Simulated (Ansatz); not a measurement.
`C[Si]F` + HBr → `F[Si]Br` + CH₄ at 600 K and 1 bar (ligand exchange at the Si–C bond).

Isolated molecules relaxed with PBE0-D4/def2-TZVP in Ansatz; ΔE leaves out vibrations. CCSD(T)/CBS is the MP2 limit (def2-TZVPP, def2-QZVPP) plus CCSD(T) − MP2 in def2-TZVPP, frozen cores. This one scheme is used for every species. For Br outer-core shells are correlated without core-valence functions, which leaves a few kJ/mol of doubt a bond. Scalar relativity is left out up to krypton.

| species | CCSD(T)/CBS energy (Eh) | H − E (kJ/mol) | S (J/(mol·K)) |
| --- | --- | --- | --- |
| `C[Si]F` | -428.74649 | 136.3 | 340.0 |
| HBr | -2573.91920 | 33.5 | 219.1 |
| `F[Si]Br` | -2962.26094 | 37.1 | 324.0 |
| CH₄ | -40.46206 | 140.4 | 215.7 |

H − E and S are ideal-gas, rigid-rotor, harmonic terms from PBE0-D4/def2-TZVP. 1 Eh = 2625.50 kJ/mol, R = 8.31446 J/(mol·K).

By hand: ΔE, ΔH, ΔS and ΔG.

ΔE = (-2962.26094) + (-40.46206) − (-428.74649) − (-2573.91920) = -0.05731 Eh = -150.5 kJ/mol. Δ(H − E) = 37.1 + 140.4 − 136.3 − 33.5 = 7.7, so ΔH = -142.8 kJ/mol. ΔS = 324.0 + 215.7 − 340.0 − 219.1 = -19.4 J/(mol·K). ΔG = -142.8 − 600 × (-19.4)/1000 = -131.2 kJ/mol.

By hand: the equilibrium constant, and the temperature at which ΔG would vanish if ΔH and ΔS stayed fixed.

log₁₀ K = −ΔG/(RT ln 10) = 11.4. ΔG = 0 at ΔH/ΔS = 7361 K, far beyond where these terms or the molecules hold.

ΔH outweighs TΔS. A doubt of 5 kJ/mol in ΔE shifts log₁₀ K by 0.4 here. These are equilibria of isolated gas molecules and say nothing of rates. Largest T1 diagnostic: 0.014 (customary marks: 0.02 for closed shells, 0.045 for open ones).
